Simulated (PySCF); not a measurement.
BFH, SMILES [BH]F (connectivity only; charge and spin as stated), charge +1, multiplicity 1. Atoms are numbered in the order given.

```xyz
3

B      0.0000     0.0000     0.6486
F      0.0000     0.0000    -0.5636
H      0.0000     0.0000     1.8292
```
Charge +1, spin multiplicity 1.

Geometry: PBE0-D3(BJ)/def2-TZVPD. The spin state was assumed, not searched. The isomer is the one that the SMILES or the coordinates give; other isomers of the formula were not compared.

Calculation: HF/pcSseg-2 (PySCF).

GIAO shieldings, no solvent; atoms alike by connectivity are averaged. δ = σ(ref) − σ: ¹¹B against BF3 (σ = 104.0 ppm); ¹⁹F against CFCl3 (σ = 237.3 ppm); ¹H against TMS (σ = 31.98 ppm), references at their B3LYP-D3(BJ)/def2-TZVP geometries, non-relativistic.

Problem. Estimate the chemical shifts. (An estimate is asked for; the answer gives what the named calculation found.)

Solution. 
```
nucleus  atoms  count  δ (ppm)
-------  -----  -----  -------
¹¹B         B1      1     12.1
¹⁹F         F2      1      6.4
¹H          H3      1     6.87
```
